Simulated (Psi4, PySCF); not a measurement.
IIn (SMILES [In][I]), singlet, geometry from GFN2-xTB (such geometries of metal compounds can be far from the true shape) (core potentials on I, In). Base run: PBE0/def2-SVP, TDA (PySCF).

Input for PySCF:
```python
from pyscf import gto, scf, dft, tdscf

mol = gto.M(
    atom='''
In   -0.000000   -0.000000   -1.449299
I     0.000000    0.000000    1.339918
''',
    basis='def2-svp',
    ecp={'I': 'def2-svp', 'In': 'def2-svp'},
    charge=0,
    spin=0,
    verbose=3,
)

mf = dft.RKS(mol)
mf.xc = 'pbe0'
mf.kernel()
td = mf.TDA()
td.nstates = 5
td.kernel()
td.analyze(verbose=3)
```

Programs used: Psi4, PySCF; a row that names a program was run with it.

The base run was repeated with changes; each row names its change, and settings that it needs were set with it.

| change | first excitation (eV) | oscillator strength of the first | second (eV) |
|---|---|---|---|
| base | 3.90 | 0.052 | 3.90 |
| functional = b3lyp | 3.70 | 0.000 | 3.78 |
| nstates = 15 | 3.90 | 0.052 | 3.90 |
| nstates = 2 | 3.90 | 0.052 | 3.90 |
| functional = hf | 4.18 | 0.127 | 4.18 |
| functional = camb3lyp | 3.91 | 0.054 | 3.91 |
| functional = lc_wpbe | 4.10 | 0.078 | 4.10 |
| functional = blyp | 3.32 | 0.000 | 3.42 |
| conv_tol = 1e-3 | 3.90 | 0.052 | 3.90 |
| code = psi4 | 3.90 | 0.052 | 3.90 |

An iterative solver can miss low states, so a row lists the states that it found.
